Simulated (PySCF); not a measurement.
H2O, SMILES [OH2+], charge +1, multiplicity 2.

Geometry: PBE-D3(BJ)/def2-TZVPD.

The numbers are results of PySCF with PBE-D3(BJ)/def2-TZVPD, not measurements.

Harmonic, unscaled wavenumbers; measured fundamentals usually lie a few per cent lower.

```json
[
 {"mode": "1", "ν (cm⁻¹)": "1422", "IR (km/mol)": "158.2", "moving atoms (share of kinetic energy)": "H 92 %"},
 {"mode": "2", "ν (cm⁻¹)": "3221", "IR (km/mol)": "101.4", "moving atoms (share of kinetic energy)": "H 96 %"},
 {"mode": "3", "ν (cm⁻¹)": "3267", "IR (km/mol)": "411.5", "moving atoms (share of kinetic energy)": "H 92 %"}
]
```
